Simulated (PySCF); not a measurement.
Ionising AlTl

UHF-CCSD(T); Al def2-SVP, Tl def2-SVP with ECP60; scalar-relativistic core potentials (PySCF 2.14). Neutral (UHF): triplet (σ ↑, π ↑), Re = 2.918 Å, ωe = 188 cm⁻¹, De = 1.10 eV.

AlTl⁺ (UHF): doublet (σ ↑), Re = 3.435 Å, ωe = 111 cm⁻¹. The energies at the minima are -413.45453 hartree for AlTl and -413.25806 for AlTl⁺.

Question: Work out the adiabatic ionisation energy, without and with harmonic zero-point energies (1 hartree = 27.2114 eV, 1 eV = 8065.5 cm⁻¹), and the change of the bond length.

Answer: At UHF-CCSD(T): 0.19647 hartree = 5.346 eV between the minima; the zero-point term (111.0 − 188.0)/2 cm⁻¹ = -0.005 eV makes it 5.341 eV. Re changes by +51.7 pm against the neutral. The electron leaves a π orbital, and the ion is left as a loose complex of an ion and an atom.

Correlated steps freeze 9 core orbitals. Correlated levels converge slowly with the basis: in double zeta they bind strong bonds too weakly, by up to about 1 eV, and carry superposition errors of some tenths. These are scalar-relativistic numbers at best; spin–orbit coupling would shift them, the dissociation energy most. States were picked by a PBE0 search and need not be the measured ground states.
